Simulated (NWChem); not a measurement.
System: C$_{5}$H$_{8}$BNO$_{2}$; SMILES Cn1cccc1B(O)O

NWChem input:

```
start job
memory heap 200 mb stack 900 mb global 1100 mb
geometry units angstroms noautoz
  C      2.061555    -0.675339     0.268701
  N      0.654260    -0.932368     0.087653
  C      0.111949    -2.179619     0.003593
  C     -1.252194    -2.060802    -0.175649
  C     -1.534113    -0.677198    -0.191233
  C     -0.339668     0.021853    -0.029344
  B     -0.153006     1.573664    -0.018839
  O     -1.168302     2.383165     0.390157
  O      0.989039     2.213950    -0.409658
  H      2.590104    -0.573301    -0.695773
  H      2.207058     0.242278     0.854088
  H      2.523992    -1.506984     0.817513
  H      0.738012    -3.066528     0.090571
  H     -1.958055    -2.882669    -0.277946
  H     -2.514283    -0.221109    -0.331664
  H     -1.894957     1.876258     0.762737
  H      1.617654     1.631186    -0.839880
end
basis spherical
  * library def2-svp
end
dft
  xc pw6b95
  iterations 150
  mulliken
end
task dft energy
```

NWChem printed, in part:

```
             Northwest Computational Chemistry Package (NWChem) 7.3.0
             --------------------------------------------------------

 C1  symmetry detected

                             Geometry "geometry" -> ""
                             -------------------------

 Output coordinates in angstroms (scale by  1.889725989 to convert to a.u.)

  No.       Tag          Charge          X              Y              Z
 ---- ---------------- ---------- -------------- -------------- --------------
    1 C                    6.0000     2.06863787    -0.65925373     0.26434265
    2 N                    7.0000     0.66270941    -0.92917603     0.09163299
    3 C                    6.0000     0.13032720    -2.18143163     0.01933181
    4 C                    6.0000    -1.23554174    -2.07516329    -0.15456581
    5 C                    6.0000    -1.52892570    -0.69407598    -0.17916031
    6 C                    6.0000    -0.33956836     0.01595010    -0.02792769
    7 B                    5.0000    -0.16566141     1.56927659    -0.02982317
    8 O                    8.0000    -1.18574634     2.37345029     0.37776359
    9 O                    8.0000     0.96929579     2.21597714    -0.43060117
   10 H                    1.0000     2.59198257    -0.56009586    -0.70326467
   11 H                    1.0000     2.20920304     0.26387970     0.84221473
   12 H                    1.0000     2.54038047    -1.48294568     0.81721377
   13 H                    1.0000     0.76406616    -3.06249490     0.11005151
   14 H                    1.0000    -1.93505593    -2.90354041    -0.24752311
   15 H                    1.0000    -2.51344462    -0.24711343    -0.31850971
   16 H                    1.0000    -1.90651358     1.86339480     0.75741608
   17 H                    1.0000     1.60075191     1.63519273    -0.85933688

 Effective nuclear repulsion energy (a.u.)     426.9497575135

                                 NWChem DFT Module
                                 -----------------

 Summary of "ao basis" -> "ao basis" (spherical)
 ------------------------------------------------------------------------------
       Tag                 Description            Shells   Functions and Types
 ---------------- ------------------------------  ------  ---------------------
 C                          def2-svp                 6       14   3s2p1d
 N                          def2-svp                 6       14   3s2p1d
 B                          def2-svp                 6       14   3s2p1d
 O                          def2-svp                 6       14   3s2p1d
 H                          def2-svp                 3        5   2s1p

            General Information
            -------------------
          SCF calculation type: DFT
          Wavefunction type:  closed shell.
          No. of atoms     :    17
          No. of electrons :    66
           Alpha electrons :    33
            Beta electrons :    33
          Charge           :     0
          Spin multiplicity:     1
          Use of symmetry is: off; symmetry adaption is: off
          Maximum number of iterations: 150
          AO basis - number of functions:   166
                     number of shells:    78
          Convergence on energy requested:  1.00D-06
          Convergence on density requested:  1.00D-05
          Convergence on gradient requested:  5.00D-04

              XC Information
              --------------
                       PW6B95 Method XC Functional
                     Hartree-Fock (Exact) Exchange  0.280
                    PW6B95 GGA Exchange Functional  0.720
                      PW6B95 Correlation Potential  1.000

             Grid Information
             ----------------
          Grid used for XC integration:  medium
          Radial quadrature: Mura-Knowles
          Angular quadrature: Lebedev.
          Tag              B.-S. Rad. Rad. Pts. Rad. Cut. Ang. Pts.
          ---              ---------- --------- --------- ---------
          C                   0.70       49          12.0       434
          N                   0.65       49          10.0       434
          B                   0.85       49          12.0       434
          O                   0.60       49          14.0       434
          H                   0.35       45          13.0       434
          Grid pruning is: on
          Number of quadrature shells:   801
          Spatial weights used:  Erf1

      Superposition of Atomic Density Guess
      -------------------------------------

 Sum of atomic energies:        -420.24876872

      Non-variational initial energy
      ------------------------------

 Total energy =    -426.091017
 1-e energy   =   -1416.311646
 2-e energy   =     563.270871
 HOMO         =      -0.250086
 LUMO         =       0.005211

     ---------------------------------------------
      Total Density - Mulliken Population Analysis
     ---------------------------------------------

    Atom       Charge   Shell Charges
 -----------   ------   -------------------------------------------------------
    1 C    6     6.00   1.99  0.93  0.19  1.94  0.91  0.03
    2 N    7     7.25   1.99  1.00  0.44  2.31  1.48  0.03
    3 C    6     5.89   1.99  0.96  0.26  1.90  0.73  0.05
    4 C    6     6.24   1.99  0.97  0.30  2.06  0.88  0.04
    5 C    6     6.23   1.99  0.98  0.32  2.02  0.88  0.04
    6 C    6     6.02   1.99  0.97  0.24  1.97  0.80  0.05
    7 B    5     4.55   1.99  0.83  0.12  1.21  0.22  0.18
    8 O    8     8.52   1.99  1.11  0.56  3.09  1.77  0.01
    9 O    8     8.53   1.99  1.11  0.56  3.09  1.77  0.01
   10 H    1     0.90   0.68  0.20  0.02
   11 H    1     0.91   0.68  0.21  0.02
   12 H    1     0.91   0.68  0.21  0.02
   13 H    1     0.91   0.67  0.22  0.02
   14 H    1     0.91   0.67  0.21  0.03
   15 H    1     0.91   0.67  0.22  0.02
   16 H    1     0.66   0.53  0.07  0.06
   17 H    1     0.67   0.53  0.08  0.06

[...]
```

Level: PW6B95/def2-SVP. Coordinates come from a PBE0/def2-SVP optimisation. No frequency run checked for a minimum.
